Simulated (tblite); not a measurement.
C2H7B3F3N3.
Geometry (GFN2-xTB, Å), atoms numbered from 1 in this order:
```
atom  x, y, z in Å
F1     2.2469   -1.3128   -0.8591
C2     2.4295   -0.1101   -0.2993
F3     3.7183   -0.0638    0.0863
F4     2.2976    0.7914   -1.2807
C5     1.4845    0.1474    0.8742
N6     0.1077    0.0887    0.4455
B7    -0.5785   -1.1631    0.4551
N8    -1.8939   -1.1994   -0.0542
B9    -2.5605   -0.0643   -0.5781
N10   -1.8388    1.1548   -0.5487
B11   -0.5217    1.2681   -0.0553
H12    1.7015   -0.6169    1.6271
H13    1.7378    1.1352    1.2720
H14   -0.0642   -2.1216    0.8955
H15   -2.3792   -2.0833   -0.0504
H16   -3.6514   -0.1299   -1.0033
H17   -2.2836    1.9870   -0.9043
H18    0.0394    2.2988   -0.0339
```

Computed with GFN2-xTB (tblite): harmonic, unscaled wavenumbers at the GFN2-xTB geometry, gas phase. Errors from tens to a few hundred cm⁻¹ against measured bands are possible. Modes of hydrogen on boron can be 10 to 20 % off. One conformer, not necessarily the lowest.

Harmonic wavenumbers (cm⁻¹): 32.2, 66.0, 71.6, 186.9, 268.4, 270.8, 276.6, 357.0, 379.8, 426.3, 456.7, 471.8, 502.7, 518.4, 600.2, 678.6, 715.4, 742.6, 786.1, 805.1, 811.0, 826.3, 896.0, 917.5, 957.5, 966.6, 1034.3, 1053.2, 1057.9, 1075.3, 1154.5, 1175.9, 1179.4, 1217.3, 1231.8, 1289.3, 1296.3, 1326.5, 1390.1, 1421.2, 1430.2, 2598.9, 2602.5, 2612.0, 2952.9, 2955.3, 3466.0, 3467.2.

A = 2482, B = 667.5, C = 607.9 MHz; mass 163.087 u (most abundant isotopes); point group Cs, symmetry number 1.

Task: Zero-point energy?

Result: Half the sum of the wavenumbers: 26488 cm⁻¹ = 316.87 kJ/mol.

Task: What is S at 350 K and 1 bar for an ideal gas of classical rigid rotors and harmonic oscillators?

Result: Translation 175.72, rotation 128.13, vibration 150.65: S = 454.5 J/(mol K).

Task: And Cp and H(350 K) − H(0)?

Result: Cp = 197.99 J/(mol K), of which vibrations give 164.73 (their classical limit is 48 R = 399.1); H(350 K) − H(0) = 39.41 kJ/mol without the zero-point energy, 27.77 from vibrations.

Task: Blend soft modes into free rotors: weight 1/[1 + (100 cm⁻¹/ν̃)⁴] for the oscillator and the rest for a rotor with moment μB/(μ + B), μ = h/(8π²ν), B = 10⁻⁴⁴ kg m². What vibrational entropy results?

Result: 135.29 J/(mol K) in place of 150.65, which changes −T·S at 350 K by +5.37 kJ/mol.

Task: How do the functions run with temperature in this model?

Result: 
```
 T (K)  S (J/(mol K))  Cp (J/(mol K))  H − H(0) (kJ/mol)  G − H(0) (kJ/mol)  ln q(vib)
    50          256.5            54.9               2.19             -10.63       0.81
   100          300.1            74.2               5.40             -24.61       2.07
298.15          424.8           173.3              29.77             -96.87       7.17
373.15          467.5           208.3              44.11            -130.34       9.21
   500          535.4           255.7              73.70            -194.02      12.70
   750          651.5           314.8             145.75            -342.86      19.39
  1000          747.2           349.2             229.11            -518.06      25.56
```

q(vib) and H(0) count from the zero-point level.

Hindered rotation and anharmonicity are outside this model. Other conformers, if any are populated, would add a mixing term that is left out.

On one thread, Arm Neoverse N1 (aarch64), no GPU, on a shared host, this took 1.2 s wall. The figure is for the frequency step alone.
